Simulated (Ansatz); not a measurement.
C5H14NSi (SMILES C[CH]N([SiH3])C(C)C), doublet, at a GFN2-xTB geometry; CASSCF(7,5)/STO-3G in Ansatz (an electronic-structure program).

Input for Ansatz:
Ansatz 0.2 input:
```yaml
crystal:
  periodic: [false, false, false]
  atoms:
    - {symbol: C, position_ang: [2.54548159, -0.75495684, -0.68896000]}
    - {symbol: C, position_ang: [1.10581836, -1.07527898, -0.57733742]}
    - {symbol: N, position_ang: [0.19244607, -0.18520542, -0.05305713]}
    - {symbol: Si, position_ang: [0.62320827, 1.43850611, 0.38333897]}
    - {symbol: C, position_ang: [-1.19061378, -0.64032349, -0.04428002]}
    - {symbol: C, position_ang: [-1.73322948, -0.74429357, 1.38089304]}
    - {symbol: C, position_ang: [-2.08351446, 0.24318807, -0.91365060]}
    - {symbol: H, position_ang: [3.06381264, -0.78239643, 0.27906009]}
    - {symbol: H, position_ang: [3.03010310, -1.47972405, -1.34127970]}
    - {symbol: H, position_ang: [2.69260204, 0.24395389, -1.10295878]}
    - {symbol: H, position_ang: [0.79270948, -2.10256324, -0.65740270]}
    - {symbol: H, position_ang: [0.84930441, 2.30446249, -0.79038150]}
    - {symbol: H, position_ang: [-0.48800284, 2.00077392, 1.14893116]}
    - {symbol: H, position_ang: [1.83315089, 1.40084956, 1.20427299]}
    - {symbol: H, position_ang: [-1.19890471, -1.64822789, -0.47815527]}
    - {symbol: H, position_ang: [-2.71747348, -1.20672192, 1.36978537]}
    - {symbol: H, position_ang: [-1.81495141, 0.23799439, 1.83618828]}
    - {symbol: H, position_ang: [-1.06760912, -1.35320431, 1.98792650]}
    - {symbol: H, position_ang: [-1.66067003, 0.32904857, -1.91170336]}
    - {symbol: H, position_ang: [-2.17388273, 1.23847109, -0.48808063]}
    - {symbol: H, position_ang: [-3.07587991, -0.19537494, -0.99153793]}
basis:
  gaussian:
    orbitals: STO-3G
hamiltonian:
  xc: hf
correlation: {active_space: {window: {electrons: 7, orbitals: 5}}}
magnetization: {spin_polarized: false, initial_magnetization: 1}
```

Q: What does Ansatz print? Leave out banner, timings and long lists.

A: 
```
Functional definition: HF
719 factors; integrals over basis functions are off by at most 4.0e-5 eV
mean field evaluation 1: about -14542.5732 eV, gradient 1.9e1 eV
mean field evaluation 2: about -14543.0250 eV, gradient 1.9e1 eV
mean field evaluation 4: about -14544.6659 eV, gradient 1.3e0 eV
mean field evaluation 8: about -14544.6800 eV, gradient 2.1e-2 eV
mean field -14544.67997006 eV, -534.5071301613 hartree, gradient 2.3e-6 eV, S^2 0.750000; 0 other end points of the search recorded, 0 dependent functions left out
reference -14544.67997006 eV, -534.5071301613 hartree; 33, 32 occupied and 20, 21 virtual orbitals, 719 factors
state -14545.15829773 eV, -534.5247083792 hartree
Total energy: -14545.15829773 eV, -534.5247083792 hartree
```
